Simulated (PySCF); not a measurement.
SMILES B([SiH2][SiH](Cl)Cl)(C)C (GFN2-xTB optimised geometry):

```
16

Si    -1.028    -1.731    -2.548
Cl     0.828    -1.760    -3.404
Cl    -2.005    -0.152    -3.403
Si    -0.815    -1.358    -0.251
B      0.155     0.339     0.000
C     -0.643     1.695     0.000
C      1.728     0.339     0.000
H     -1.691    -2.899    -3.122
H     -2.187    -1.429     0.289
H     -0.180    -2.576     0.290
H     -1.053     1.848    -1.001
H     -0.052     2.576     0.240
H     -1.507     1.679     0.663
H      2.159    -0.439     0.629
H      2.063     0.107    -1.014
H      2.187     1.287     0.275
```

Computed with CAM-B3LYP/def2-TZVP run with PySCF 2.14.0.

Problem. What are the frontier orbital energies and the dipole moment?

Solution. HOMO-2 -10.38 eV, HOMO-1 -9.92 eV, HOMO -9.14 eV, LUMO -0.83 eV, LUMO+1 0.83 eV; dipole moment 2.01 D.

On the same geometry PySCF 2.14.0 with PBE/def2-TZVP gives HOMO-2 -7.64 eV, HOMO-1 -7.30 eV, HOMO -6.70 eV, LUMO -2.85 eV, LUMO+1 -1.15 eV; dipole moment 1.81 D.

Meta-Löwdin charges at CAM-B3LYP/def2-TZVP: Si1 0.66, Cl2 -0.31, Cl3 -0.31, Si4 0.24, B5 0.09, C6 -0.45, C7 -0.45, H8 -0.09, H9 -0.08, H10 -0.08, H11 0.15, H12 0.12, H13 0.13, H14 0.13, H15 0.15, H16 0.12.
